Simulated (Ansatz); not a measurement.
The cluster Si5Mo2⁺, relaxed as a doublet with UKS r2SCAN-D4/def2-SVP in Ansatz, starting from the GFN1-xTB geometry. Force threshold 0.02 eV/Å.

In the def2 sets Mo takes a core potential; there is no spin–orbit coupling. The charge 1 doublet is spin-contaminated (final ⟨S²⟩ up to 1.88, 0.75 for a pure state). The relaxation made no stability test and no search for a lower SCF solution. No other spin state of charge 1 was run. Another isomer (doublet) lies 0.64 eV lower at PBE0-D4/def2-TZVP; other spin states weren't run for this one.

Start:

Cartesian coordinates in Å:
```
Mo -0.153 -2.654 0.342
Mo -1.812 -1.252 -0.736
Si -1.447 0.556 1.040
Si 2.139 1.089 -0.836
Si 1.077 -0.427 0.742
Si 0.401 2.005 0.760
Si -0.204 0.682 -1.312
```

```json
{"step": "1", "energy (eV)": "-43076.0622", "largest force component (eV/Å)": "1.681", "SCF passes": "129"}
{"step": "2", "energy (eV)": "-43076.7487", "largest force component (eV/Å)": "1.160", "SCF passes": "46"}
{"step": "3 (rejected)", "energy (eV)": "-43076.7449", "largest force component (eV/Å)": "2.086", "SCF passes": "49"}
{"step": "4", "energy (eV)": "-43076.8649", "largest force component (eV/Å)": "0.509", "SCF passes": "44"}
{"step": "5", "energy (eV)": "-43076.9159", "largest force component (eV/Å)": "0.290", "SCF passes": "42"}
{"step": "6", "energy (eV)": "-43076.9705", "largest force component (eV/Å)": "0.198", "SCF passes": "40"}
{"step": "7", "energy (eV)": "-43077.0364", "largest force component (eV/Å)": "0.422", "SCF passes": "45"}
{"step": "8", "energy (eV)": "-43077.0608", "largest force component (eV/Å)": "0.462", "SCF passes": "42"}
{"step": "9", "energy (eV)": "-43077.0898", "largest force component (eV/Å)": "0.190", "SCF passes": "39"}
{"step": "10", "energy (eV)": "-43077.1051", "largest force component (eV/Å)": "0.088", "SCF passes": "44"}
{"step": "11", "energy (eV)": "-43077.1071", "largest force component (eV/Å)": "0.035", "SCF passes": "34"}
{"step": "12", "energy (eV)": "-43077.1073", "largest force component (eV/Å)": "0.013", "SCF passes": "35"}
```

Force components are those of the run's own axes.

End:

```csv
atom,x (Å),y (Å),z (Å)
Mo1,-0.539,-2.316,0.896
Mo2,-1.396,-1.395,-0.862
Si3,-1.258,0.314,0.914
Si4,2.050,1.250,-0.683
Si5,1.038,-0.614,0.175
Si6,0.444,1.879,0.944
Si7,-0.339,0.881,-1.384
```

Bonds formed: Mo1–Si3 (atoms count from 1).

No frequencies were taken in this run, so the end may be a saddle point.

It took 2.8 min on 4 threads of Arm Neoverse V2 on a shared host.
